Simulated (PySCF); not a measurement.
Compound: C3H7GeNO2.
SMILES: `C[C](=O)[GeH2][NH]C=O`

Computed with PySCF, TDDFT wB97X-D/def2-SVPD, vertical, gas phase, core orbitals frozen in the response. Geometry: PBE0-D3(BJ)/def2-SVP, one conformer, isolated molecule. The wB97X-D/def2-SVPD calculation is non-relativistic and has no spin–orbit coupling, an omission that weighs most on germanium. Torsions of this conformer, `[CH3:1][C:2](=[O:3])[GeH2:4][NH:5][CH:6]=[O:7]`: C1–C2–Ge4–N5 -109°, C2–Ge4–N5–C6 54°, Ge4–N5–C6–O7 2°.

```json
{"state": "S1", "E (eV)": "3.68", "λ (nm)": "337.1", "f": "0.0022", "main configurations (H = HOMO, L = LUMO)": "H→L (92%)"}
{"state": "S2", "E (eV)": "5.74", "λ (nm)": "215.8", "f": "0.0008", "main configurations (H = HOMO, L = LUMO)": "H-1→L+1 (68%)"}
{"state": "S3", "E (eV)": "6.39", "λ (nm)": "193.9", "f": "0.0017", "main configurations (H = HOMO, L = LUMO)": "H-1→L (50%), H-2→L (31%), H→L+1 (9%)"}
{"state": "S4", "E (eV)": "6.44", "λ (nm)": "192.5", "f": "0.0018", "main configurations (H = HOMO, L = LUMO)": "H→L+1 (40%), H-2→L (31%)"}
{"state": "S5", "E (eV)": "6.69", "λ (nm)": "185.3", "f": "0.032", "main configurations (H = HOMO, L = LUMO)": "H-1→L (28%), H-2→L (22%), H→L+1 (20%)"}
{"state": "S6", "E (eV)": "6.85", "λ (nm)": "181.1", "f": "0.065", "main configurations (H = HOMO, L = LUMO)": "H→L+3 (49%), H→L+2 (14%), H→L+1 (13%)"}
{"state": "S7", "E (eV)": "6.95", "λ (nm)": "178.4", "f": "0.082", "main configurations (H = HOMO, L = LUMO)": "H→L+2 (54%), H→L+3 (13%), H→L+5 (12%)"}
{"state": "S8", "E (eV)": "7.47", "λ (nm)": "166.0", "f": "0.205", "main configurations (H = HOMO, L = LUMO)": "H-2→L+1 (58%), H→L+4 (10%)"}
{"state": "S9", "E (eV)": "7.57", "λ (nm)": "163.8", "f": "0.073", "main configurations (H = HOMO, L = LUMO)": "H→L+4 (51%), H-2→L+1 (13%), H→L+5 (12%)"}
{"state": "S10", "E (eV)": "7.67", "λ (nm)": "161.6", "f": "0.060", "main configurations (H = HOMO, L = LUMO)": "H-3→L (23%), H-2→L+3 (18%), H-2→L+2 (15%)"}
```

Triplets, Tamm–Dancoff:

```json
{"state": "T1", "E (eV)": "3.11", "λ (nm)": "399.0", "main configurations (H = HOMO, L = LUMO)": "H→L (91%)"}
{"state": "T2", "E (eV)": "5.31", "λ (nm)": "233.6", "main configurations (H = HOMO, L = LUMO)": "H-1→L+1 (62%), H-2→L+1 (8%)"}
{"state": "T3", "E (eV)": "5.47", "λ (nm)": "226.6", "main configurations (H = HOMO, L = LUMO)": "H-2→L+1 (50%), H-1→L+1 (14%), H→L+1 (12%)"}
{"state": "T4", "E (eV)": "5.96", "λ (nm)": "208.1", "main configurations (H = HOMO, L = LUMO)": "H-4→L (60%), H-2→L (10%)"}
```

The lowest singlet lies at 3.68 eV (337 nm, ultraviolet) and is very weak; its leading configuration is HOMO→LUMO (92%). The strongest level in the table is S8 at 7.47 eV (166 nm, f = 0.205). Löwdin shares by element: HOMO oxygen 45% or more, carbon 27% or more, germanium 14%; LUMO carbon 41% or more, oxygen 28% or more, germanium 14% (atoms not listed hold the other 17%). The listed states span 4.00 eV, and the widest gap between neighbours is 2.07 eV (S1 to S2). Orbital energies (eV): HOMO-3 -11.80, HOMO-2 -10.20, HOMO-1 -9.92, HOMO -8.77, LUMO 0.60, LUMO+1 1.78, LUMO+2 1.83. The oscillator strengths of these states sum to 0.523; summed over the whole spectrum of an exact calculation they would give the number of electrons, 80 (Thomas–Reiche–Kuhn). The vertical ionisation energy (ΔSCF) is 8.98 eV, 1.31 eV above S10. Singlets were solved by full linear response, triplets in the Tamm–Dancoff approximation.

On an Intel Xeon 6975P-C with one thread, shared host, this took 2.6 min of wall time (grids of density and orbitals included) and 0.97 GiB of memory at its peak.
